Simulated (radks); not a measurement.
The numbers below are computed, except where a source is named.
Task: Radial electron density D(r) = 4 pi r^2 rho(r) of an atom or ion with 7 electrons. Level of theory: scalar-relativistic Kohn-Sham, MS2 meta-GGA, spin-polarised, spherical densities, finite nucleus; meta-GGA in the generalised Kohn-Sham scheme; Fermi nuclear charge, rms radius of each element as measured or else 0.836 A^(1/3) + 0.57 fm (a radial shooting solver on a logarithmic mesh with Libxc functionals).

| r (bohr) | D(r) (e/bohr) | spin D(r) |
|---|---|---|
| 0.008871 | 0.1820 | 0.0000452 |
| 0.01101 | 0.2720 | 0.0000691 |
| 0.01366 | 0.4034 | 0.000106 |
| 0.01696 | 0.5931 | 0.000165 |
| 0.02122 | 0.8742 | 0.000264 |
| 0.02633 | 1.253 | 0.000427 |
| 0.03268 | 1.765 | 0.000714 |
| 0.04056 | 2.435 | 0.00124 |
| 0.05034 | 3.273 | 0.00224 |
| 0.06248 | 4.258 | 0.00422 |
| 0.07754 | 5.323 | 0.00814 |
| 0.09623 | 6.336 | 0.0159 |
| 0.1194 | 7.102 | 0.0312 |
| 0.1494 | 7.397 | 0.0616 |
| 0.1855 | 7.027 | 0.115 |
| 0.2302 | 6.014 | 0.208 |
| 0.2857 | 4.603 | 0.354 |
| 0.3545 | 3.252 | 0.580 |
| 0.44 | 2.427 | 0.891 |
| 0.5461 | 2.337 | 1.27 |
| 0.6778 | 2.796 | 1.65 |
| 0.8412 | 3.339 | 1.92 |
| 1.052 | 3.490 | 1.95 |
| 1.306 | 3.049 | 1.70 |
| 1.621 | 2.201 | 1.26 |
| 2.012 | 1.294 | 0.773 |
| 2.497 | 0.6110 | 0.390 |
| 3.099 | 0.2297 | 0.160 |
| 3.846 | 0.06746 | 0.0521 |
| 4.773 | 0.01483 | 0.0126 |
| 5.924 | 0.002278 | 0.00208 |

What is the nuclear charge?

Result: Z = 7. The innermost maximum, from 1s, lies near gamma/Z bohr with gamma = sqrt(1 - (Z/c)^2) = 0.999, here 0.143 bohr (found: 0.148), and its height grows with Z. The density is that of neutral nitrogen in [He] 2s2 2p3; the configuration itself is not fixed sharply by these data. D(r) has 2 maxima, at r = 0.148, 0.995 bohr, and minima at 0.504 bohr, inside which lie 2.17 electrons.
